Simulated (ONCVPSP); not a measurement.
# Logarithmic derivatives: tantalum (Ta), ONCV

- Element: Ta (Z = 73)
- Generator: ONCVPSP 4.0.1
- Type: optimised norm-conserving Vanderbilt (ONCV)
- Functional: LDA (Perdew-Zunger)
- Relativity: scalar-relativistic
- Frozen core: [Kr] 4d10 4f14
- Valence charge: 13
- Reference configuration: 5s2 5p6 5d3 (charge +2)
- Partial waves: 5s: rc 1.80 bohr, ncon 4, nbas 7, qcut 5.1 1/bohr, 1 projector; 5p: rc 1.70 bohr, ncon 4, nbas 7, qcut 6.9 1/bohr, 3 projectors, debl 2.4 Ha; 5d: rc 2.20 bohr, ncon 4, nbas 8, qcut 8.5 1/bohr, 2 projectors, debl 2.4 Ha
- Local potential: polynomial inside 1.30 bohr (lpopt 5, dvloc0 -1 Ha)
- Core correction: polynomial model core, fcfact 0.65

The phase is arctan(r·R′/R) of the radial function R(r), unwrapped; energies in Ha, scanned from -5 to 5 Ha. A pole is an energy at which the radial function vanishes at the test radius. The pseudo phase is shifted by a multiple of π to meet the all-electron one at the reference energy, and phase errors are pseudo minus all-electron; the curves can meet again beyond the range given. Levels narrower than the energy grid can be missing from the lists of poles.

**Question.** For each channel, where are the poles, and over which energies does the pseudopotential scatter like the atom?

**Answer.**

```
channel  radius (bohr)  reference energy (Ha)  poles, all-electron  poles, pseudo  unbroken range about the reference energy with phases within 0.05 rad  phase error 1 Ha above the reference energy (rad)
      s           1.83                  -3.27          -2.94, 4.86   -2.95, -1.11                                                             below -2.2                                             -0.044
      p           1.73                  -2.03                -1.12          -1.12                                                        the whole range                                             -0.000
      d           2.23                  -0.68          -0.01, 4.86    -0.01, 4.82                                                        the whole range                                             -0.000
```

Note: ghosts flagged at negative energy: s at -37.7 eV; no localised positive-energy state flagged. A true bound ghost makes a file unfit for plane-wave use.

Phases in the d channel:

```csv
E (Ha),all-electron,pseudo
-4.96,1.387,1.387
-4.48,1.373,1.373
-4.00,1.355,1.355
-3.52,1.332,1.332
-3.04,1.300,1.300
-2.56,1.250,1.250
-2.08,1.164,1.164
-1.60,0.964,0.964
-1.12,0.155,0.155
-0.64,-1.174,-1.174
-0.16,-1.515,-1.515
0.32,-1.672,-1.672
0.80,-1.822,-1.822
1.28,-2.104,-2.104
1.76,-3.090,-3.090
2.24,-4.149,-4.149
2.72,-4.435,-4.436
3.20,-4.551,-4.552
3.68,-4.617,-4.618
4.16,-4.662,-4.663
4.64,-4.698,-4.700
```
